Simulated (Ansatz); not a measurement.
Basis sets compared for Li₂Al₃. Total charge 0; doublet. Geometry B3LYP-D4/def2-TZVP. Ansatz on 2 threads of Arm Neoverse V1 on a shared host; times are rough, and most runs start from earlier orbitals.

```xyz
5

Al    0.170   -1.313    0.527
Al   -0.391    0.413   -1.153
Al   -2.396    0.152    0.535
Li    2.173   -0.632   -1.145
Li    0.444    1.380    1.237
```

At PBE0-D4/def2-SVP, PBE0-D4/def2-TZVP, PBE0-D4/def2-TZVPD the charge 0 doublet is spin-contaminated (final ⟨S²⟩ up to 0.94, 0.75 for a pure state). The structure comes from a short search, and lower isomers may exist.

Binding counts from free atoms (Al doublet, Li doublet) in the same basis, without a counterpoise term.

| level | functions | energy (Eh) | HOMO (eV) | LUMO (eV) | binding per atom (eV) | wall time |
| --- | --- | --- | --- | --- | --- | --- |
| PBE-D4/def2-SVP | 72 | -741.6124 | -3.43 | -2.93 | 1.52 | 3.3 s |
| PBE-D4/def2-TZVP | 139 | -741.8827 | -3.41 | -2.89 | 1.50 | 6 s |
| PBE0-D4/def2-SVP | 72 | -741.6799 | -4.14 | -2.29 | 1.46 | 3.5 s |
| PBE0-D4/def2-TZVP | 139 | -741.9461 | -4.10 | -2.24 | 1.44 | 9 s |

Task: Estimate the rows for PBE-D4/def2-TZVPD, PBE0-D4/def2-TZVPD.

Result: 
| level | functions | energy (Eh) | HOMO (eV) | LUMO (eV) | binding per atom (eV) | wall time |
| --- | --- | --- | --- | --- | --- | --- |
| PBE-D4/def2-TZVPD | 163 | -741.8836 | -3.40 | -2.89 | 1.51 | 9 s |
| PBE0-D4/def2-TZVPD | 163 | -741.9471 | -4.10 | -2.23 | 1.45 | 18 s |
